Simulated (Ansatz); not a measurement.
## Worked example: C2H7GaO2 + GeH3(CC) → C2H6GaO2 + C2H4Ge

Species: C2H7GaO2 `C[O][GaH][O]C`, singlet; GeH3(CC), doublet; C2H6GaO2 `C[O][Ga][O]C`, doublet; C2H4Ge `C#[C][GeH3]`, singlet. A radical takes H: the energy is the difference in strength between the Ga–H bond broken and the C–H bond made.

Shapes, held fixed at every level: PBE0-D4/def2-TZVP. Flexible molecules stand in one conformer, not always the lowest. Programs: Ansatz 0.2.0. The zero-point and thermal change to 298 K, harmonic and unscaled (PBE0-D4/def2-TZVP), is +9.6 kJ/mol.

At B2PLYP/def2-TZVPP; 1 Eh = 2625.50 kJ/mol:

| species | energy (Eh) |
| --- | --- |
| C2H7GaO2 | -2155.310630 |
| GeH3(CC) | -2154.413569 |
| C2H6GaO2 | -2154.679369 |
| C2H4Ge | -2155.132767 |

Problem. Work out ΔH(298 K) of the reaction at this level.

Solution. 
1. Products less reactants: (-2154.679369) + (-2155.132767) − [(-2155.310630) + (-2154.413569)] = -0.087937 Eh = -230.9 kJ/mol.
2. With the thermal change: -230.9 + (+9.6) = -221.3 kJ/mol.

Other levels give -237.0 (SPW92/def2-TZVPP) to -206.3 kJ/mol (r2SCAN0-D4/def2-TZVPP). No measured value is set beside it here. Spin contamination: GeH3(CC) (⟨S²⟩ up to 1.14). Open shells run unrestricted. Relativity is left out for Ga, Ge. Outer-core shells of Ga, Ge are correlated, in sets that cover them unevenly.
